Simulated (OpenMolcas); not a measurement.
# Er2+: moving or changing the point charges

Er2+ among 12 point charges of -0.5 e arranged as a cuboctahedron (Oh), 2.28 Å from the ion.

```
Program             : OpenMolcas
Method              : CASSCF
Basis               : ANO-RCC-VTZP [8s7p5d3f2g1h]
Scalar Hamiltonian  : DKH2, point nucleus
Active space        : 12 electrons in 7 orbitals (4f)
State averaging     : 2S+1 = 3 even, 21 roots; 2S+1 = 1 even, 27 roots kept (CI in the orbitals of an earlier block)
Spin-orbit coupling : RASSI with atomic mean-field integrals over the reference wave functions
```

Runs around this geometry, states (labels of O, the rotations of Oh). Energies in cm-1 above the lowest state or level, χT in cm3 K/mol; under a threefold ground state the first gap can be a small split of the lowest multiplet, not the spin-orbit step.

| R (Å) | Ground state | First state of that spin | First gap with spin-orbit (degeneracies) | Width of lowest J | χT at 300 K |
| --- | --- | --- | --- | --- | --- |
| 2.28 | 3T1 | 3E 106.6 | 0.5 (2, 3) | 107 | 7.129 |
| 2.54 | 3T1 | 60.9 | 1.6 (2, 3) | 62 | 7.143 |
| 2.6 | 3T1 | 3T2 52.8 | 1.6 (2, 3) | 55 | 7.144 |

Taking the width of the lowest J multiplet as R^-n, n = -ln(55 / 107) / ln(2.6 / 2.28) = 5.1 between the shortest and longest distance.

Point charges carry no covalency, so the field is a model and not that of real ligands. A group larger than the point group allows holds several states that coincide in this model. No measured value stands beside these numbers.
